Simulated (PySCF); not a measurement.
Level of theory: PBE-D3(BJ)/def2-TZVP // M06-2X/def2-TZVP in PySCF 2.14.0. Isolated molecules, 0 K electronic values unless said otherwise. Excitations are Tamm–Dancoff values on a coarser integration grid. The basis has no diffuse functions, so Rydberg states are missing or too high.

Reference species (SMILES): `CB` (neutral, multiplicity 1).

```json
{
 "S1 excitation (TDA)": "5.52 eV",
 "T1 excitation (TDA)": "4.84 eV",
 "S1–T1 gap (TDA)": "0.68 eV"
}
```

Changed species: `[C-]#[N+]B` (X = isocyano; the reference has X = methyl).

### Question
What does the change do to the S1 excitation (TDA), T1 excitation (TDA) and S1–T1 gap (TDA)?

### Answer
the S1 excitation (TDA) drops by 1.25 eV, to 4.27 eV; the T1 excitation (TDA) drops by 1.49 eV, to 3.35 eV; the S1–T1 gap (TDA) increases by 0.24 eV, to 0.92 eV.
